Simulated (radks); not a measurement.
The numbers below are computed, except where a source is named.
Q: Valence configurations of P2+ (all share [Ne]). Level of theory: scalar-relativistic Kohn-Sham, PBEsol, spin-polarised, spherical densities, finite nucleus; open shells are filled with parallel spins first; Fermi nuclear charge, rms radius 3.1889 fm (a radial shooting solver on a logarithmic mesh with Libxc functionals). Order these by energy: 3p3; 3s1 3p2; 3s2 3p1; 3s1.5 3p1.5; 3s0.5 3p2.5.

A: From the lowest, in eV above it: 3s2 3p1 0.000; 3s1.5 3p1.5 3.759; 3s1 3p2 6.741; 3s0.5 3p2.5 11.669; 3p3 16.604. NIST lists [Ne] 3s2 3p1 as the ground configuration; this level of theory agrees among the configurations tried. The energies are those of spherical high-spin densities, not of single terms.
